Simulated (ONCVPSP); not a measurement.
Configuration tests for aluminium (Al) (ONCV)

aluminium, optimised norm-conserving Vanderbilt (ONCV), made with ONCVPSP 4.0.1 (PBEsol, scalar-relativistic). Core [Ne], reference 3s2 3p1. Waves: 3s: rc 1.80 bohr, ncon 4, nbas 8, qcut 3 1/bohr, 3 projectors, debl 0.6 Ha; 3p: rc 2.55 bohr, ncon 4, nbas 9, qcut 3.9 1/bohr, 2 projectors, debl 0.9 Ha; d scattering state at 0.24 Ha: rc 2.55 bohr, ncon 4, nbas 8, qcut 4.2 1/bohr, 2 projectors, debl 1.6 Ha. Local part: polynomial inside 1.60 bohr (lpopt 1, dvloc0 3 Ha). Core correction: Teter function, fcfact 5.5, rcfact 1.45.

Energies are relative to the spin-unpolarised reference configuration 3s2 3p1; without spin polarisation the order of configurations can differ from experiment.

| valence configuration | charge | ΔE all-electron (eV) | error AE − PS (meV) |
| --- | --- | --- | --- |
| 3s1 3p0 | +2 | 24.907 | -35 |
| 3s2 3p0.5 | +0.5 | 2.074 | +0.5 |
| 3s1 3p2 | 0 | 5.119 | -7.6 |

Question: What are ΔE and the potential's error for 3s2 3p0?

Answer: ΔE = 5.736 eV all-electron; the error (AE − PS) is +2.8 meV.

Note: ghosts flagged at negative energy: s at -90.1 eV; GHOST(+) flagged for s at 373.9 eV. A true bound ghost makes a file unfit for plane-wave use.
